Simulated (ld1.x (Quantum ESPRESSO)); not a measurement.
**An all-electron radial function and its pseudo partner (C)**

Columns: radius, all-electron u(r) and pseudo u(r) of the 2p shell (level -5.42 eV) of carbon in the configuration [He] 2s2 2p2; LDA (PZ), scalar-relativistic, PAW scheme, ld1.x (Quantum ESPRESSO) 7.5.

| r (bohr) | all-electron | pseudo |
| --- | --- | --- |
| 0.149 | 0.0927 | 0.0095 |
| 0.298 | 0.2550 | 0.0372 |
| 0.447 | 0.4081 | 0.0812 |
| 0.596 | 0.5292 | 0.1379 |
| 0.745 | 0.6153 | 0.2034 |
| 0.894 | 0.6699 | 0.2727 |
| 1.043 | 0.6985 | 0.3413 |
| 1.192 | 0.7067 | 0.4045 |
| 1.341 | 0.6999 | 0.4586 |
| 1.490 | 0.6822 | 0.5007 |
| 1.639 | 0.6573 | 0.5292 |
| 1.788 | 0.6275 | 0.5435 |
| 1.937 | 0.5949 | 0.5445 |
| 2.086 | 0.5608 | 0.5339 |
| 2.235 | 0.5262 | 0.5140 |
| 2.384 | 0.4919 | 0.4876 |
| 2.533 | 0.4584 | 0.4574 |
| 2.682 | 0.4261 | 0.4260 |
| 2.831 | 0.3951 | 0.3951 |
| 2.980 | 0.3656 | 0.3656 |
| 3.129 | 0.3378 | 0.3378 |
| 3.278 | 0.3116 | 0.3116 |
| 3.427 | 0.2870 | 0.2870 |
| 3.576 | 0.2641 | 0.2641 |
| 3.725 | 0.2427 | 0.2427 |
| 3.874 | 0.2229 | 0.2229 |

Question: How many radial nodes do the two functions have?

Answer: The all-electron 2p function has n − l − 1 = 0; the pseudo-wave has 0.

Question: At about which radius was the pseudo-wave matched?

Answer: 2.98 bohr. The columns agree to 0.0005 from 2.68 bohr on; several derivatives are matched, so the curves merge somewhat inside the radius.

Question: Is the pseudo-wave norm-conserving?

Answer: No, it belongs to a PAW set: the norm inside the radius is not constrained, and the difference is carried by the augmentation charge.
